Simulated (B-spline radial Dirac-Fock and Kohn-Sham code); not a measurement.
## La: eigenvalues, ΔSCF and the reference

System: the free lanthanum atom in the configuration [Xe] 5d2 6s1 (not the ground configuration).

The density-functional columns are spherical, spin-unpolarised Dirac-Kohn-Sham results without Breit or QED terms: −ε is minus the orbital energy of the initial state and ΔSCF the difference of two total energies. The reference in the last column comes from multi-electron Dirac-Fock with separately optimised hole states, Breit and Lamb-shift corrections added in first order. All numbers are from an atomic code on a B-spline grid, in eV; a selection of levels is shown. The Kohn-Sham columns are given as differences from the reference. For the 1s level of heavy atoms much of the gap between ΔSCF and the reference is the Breit and QED part, -147.4 eV here; for other levels the error of the functional can be larger.

```csv
level,LDA −ε − DF,LDA ΔSCF − DF,Dirac-Fock
K (1s),-260.2,+134.8,38933.8
L1 (2s),-128.8,-57.5,6282.6
L2 (2p1/2),-95.7,-6.2,5902.3
L3 (2p3/2),-100.3,-17.9,5494.3
M1 (3s),-64.7,-41.1,1379.2
M2 (3p1/2),-51.4,-26.8,1219.2
M3 (3p3/2),-50.7,-27.1,1138.0
M4 (3d3/2),-31.5,-4.8,860.7
M5 (3d5/2),-31.9,-5.6,843.9
N1 (4s),-28.9,-18.8,292.7
N2 (4p1/2),-22.0,-12.2,231.8
N3 (4p3/2),-22.0,-12.5,214.6
N4 (4d3/2),-9.0,-0.1,112.8
N5 (4d5/2),-9.0,-0.3,109.9
O2 (5p1/2),-3.8,+0.6,26.63
O3 (5p3/2),-3.9,+0.4,24.12
"O4,5 (5d)",-1.9,+1.2,4.14
P1 (6s),-1.1,+1.1,4.36
```

Values without a named source are computed, but for edge energies of neutral atoms, which are taken from tables.
